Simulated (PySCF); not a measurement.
Input for PySCF: R-M06-2X/def2-TZVPP on BFH4N2 (SMILES NB(N)F), a point of a torsion scan.

```python
from pyscf import gto, dft

mol = gto.M(
    atom='''
    N     1.05298012   -0.50043305    0.26626046
    B     0.43457649    0.75366453    0.43268071
    N     0.52535088    1.80803901   -0.48355385
    F    -0.39279777    0.91518027    1.48451406
    H     1.25822276   -1.07692298    1.06233922
    H     1.69329943   -0.66253872   -0.49019948
    H    -0.02654417    2.63958244   -0.38246423
    H     1.06694672    1.77931013   -1.32591556
    ''',
    basis='def2-tzvpp',
    charge=0, spin=0, verbose=4, max_memory=1800)
mf = dft.RKS(mol, xc='m062x').density_fit(auxbasis='def2-universal-jkfit')
mf.grids.level = 4
mf.conv_tol = 1e-9
mf.max_cycle = 150
mf.kernel()
mf.dip_moment()
```

Task: What total energy does the run end on?

Result: -236.7728 hartree.
